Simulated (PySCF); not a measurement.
**A single-point calculation**

[Nd(NH2)4]− (singlet in the valence; each metal's 4f electrons, 3 of them, lie in its core potential, out of spins and levels). PySCF 2.14.0, RKS TPSS, Nd lcecp-1-SVP with ECP49, N def2-SVP, H def2-SVP; non-relativistic Hamiltonian with scalar-relativistic core potentials where named; density fitting; no spin-orbit coupling. Purpose: level TPSS.

```python
mol = gto.M(atom='''
Nd     0.00031    -0.00000    -0.00000
N      1.40104     1.37102     1.25777
H      2.27892     1.02083     1.67610
H      1.40500     2.38597     1.44395
N     -1.40078    -1.25792     1.37059
H     -1.40661    -1.44448     2.38538
H     -2.27773    -1.67692     1.01814
N      1.40104    -1.37102    -1.25777
H      1.40500    -2.38597    -1.44395
H      2.27892    -1.02083    -1.67610
N     -1.40078     1.25792    -1.37059
H     -2.27773     1.67692    -1.01814
H     -1.40661     1.44448    -2.38538''',
    basis={'Nd': 'lcecp-1-SVP', 'N': 'def2-SVP', 'H': 'def2-SVP'},
    ecp={'Nd': 'lcecp-1-SVP'},
    charge=-1, spin=0)
mf = dft.RKS(mol, xc='TPSS')
mf.grids.atom_grid = (75, 302)  # f atoms: unpruned, at least (60, 302)
mf = mf.density_fit()  # fitting sets: Nd AutoAux, N def2-universal-JKFIT, H def2-universal-JKFIT
mf.conv_tol = 1e-08; mf.max_cycle = 55
mf.kernel(dm0)  # dm0: converged density of the relaxed state
mf.nuc_grad_method().kernel()
```

Run from Python with OMP_NUM_THREADS=2; the lines above give its settings. Where DIIS fails, smearing, a level shift and second-order steps follow.
It took 16 s on 2 threads of Arm Neoverse V2, on a shared host, from an already converged density.

(1) Where do the frontier levels lie, over both spins?

(2) What are the Mulliken charges and spins?

(3) What forces act on the atoms (eV/Å)?

The geometry was relaxed with BP86 (Nd lcecp-1-SVP with ECP49, N def2-SVP, H def2-SVP).

An lcecp potential fixes the number of 4f electrons, so in runs with it no electron can move into or out of that shell.

Results:

(1) HOMO 0.20 eV, LUMO 3.29 eV. The 4f levels lie in the core potential and are missing. The highest filled level lies above zero, as often for anions with such functionals and bases; it isn't the detachment energy.

(2) 
```
atom  charge (e)  spin (e)
 Nd1       0.557     0.000
  N2      -0.504     0.000
  H3       0.060     0.000
  H4       0.055     0.000
  N5      -0.504     0.000
  H6       0.055     0.000
  H7       0.060     0.000
  N8      -0.504     0.000
  H9       0.055     0.000
 H10       0.060     0.000
 N11      -0.504     0.000
 H12       0.060     0.000
 H13       0.055     0.000
```
The spin of the 4f electrons in the core isn't counted.

(3) 
```
Nd   0.00  0.00  0.00
N    0.10  0.10  0.07
H   -0.08  0.05 -0.03
H    0.01 -0.11 -0.01
N   -0.11 -0.07  0.09
H   -0.01  0.01 -0.11
H    0.08  0.03  0.05
N    0.10 -0.10 -0.07
H    0.01  0.11  0.01
H   -0.08 -0.05  0.03
N   -0.11  0.07 -0.09
H    0.08 -0.03 -0.05
H   -0.01 -0.01  0.11
```
Forces carry noise of the integration grid, about 0.01 to 0.03 eV/Å.
